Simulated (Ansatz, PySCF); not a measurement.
Dimer: HCl (SMILES Cl) (first 2 atoms) with CH2O (SMILES C=O); geometry from B3LYP-D3(BJ)/def2-TZVP, rigid monomers moved along the line of their centres of mass till H2···O4 is 1.67 Å.
(charge 0, multiplicity 1):
```xyz
6

Cl    -0.152    -0.056     0.443
H      0.150     0.492     1.588
C     -0.344    -0.015     3.816
O      0.275     0.829     3.220
H     -0.409    -0.006     4.917
H     -0.869    -0.830     3.288
```

Quantity: the interaction energy.

Monomers are frozen at their geometry in the pair; levels with a basis set take the counterpoise correction.

Cores are frozen in the correlated methods. CBS: X⁻³ extrapolation of the correlation energy, Hartree–Fock from the larger set.

The values were computed with Ansatz (Gaussian orbitals); PySCF for the dispersion terms. 

Costs are ratios of core time to PBE/def2-TZVPPD (roughly 5 s), for whole runs (searches for the state included, and forces where a run took them) on one shared machine, so rough; each difference counts from -4.77 kcal/mol (CCSD(T)/CBS(aug-cc-pV(D+d)Z, aug-cc-pV(T+d)Z), a level with limits of its own).

A star marks coupled-cluster runs past 200 virtual orbitals, where the program's memory plan changes under this machine's limit, so their costs aren't comparable with smaller runs.

```tsv
level	basis functions	cost	difference (kcal/mol)
PBE/def2-TZVPPD	179	×1	-0.46
PBE-D3(BJ)/def2-TZVPPD	179	×1	-1.43
r2SCAN/def2-TZVPPD	179	×1	-1.19
r2SCAN-D3(BJ)/def2-TZVPPD	179	×1	-1.49
PBE0/def2-TZVPPD	179	×1	-0.43
PBE0-D3(BJ)/def2-TZVPPD	179	×1	-1.30
B3LYP/def2-TZVPPD	179	×1	0.92
B3LYP-D3(BJ)/def2-TZVPPD	179	×1	-0.73
wB97X-V/def2-TZVPPD	179	×2	-0.34
wB97M-V/def2-TZVPPD	179	×3	-0.16
CCSD(T)/aug-cc-pV(D+d)Z	105	×4	1.52
CCSD(T)/aug-cc-pV(T+d)Z	216	×200*	0.47
```

The cheapest listed level whose difference stays within 0.25 kcal/mol: wB97M-V/def2-TZVPPD (-0.16 kcal/mol, cost ×3).

With a budget of 30 times the cost of PBE/def2-TZVPPD, the closest level: wB97M-V/def2-TZVPPD, at -0.16 kcal/mol; next is wB97X-V/def2-TZVPPD at -0.34 kcal/mol.

Ansatz is an electronic-structure program.
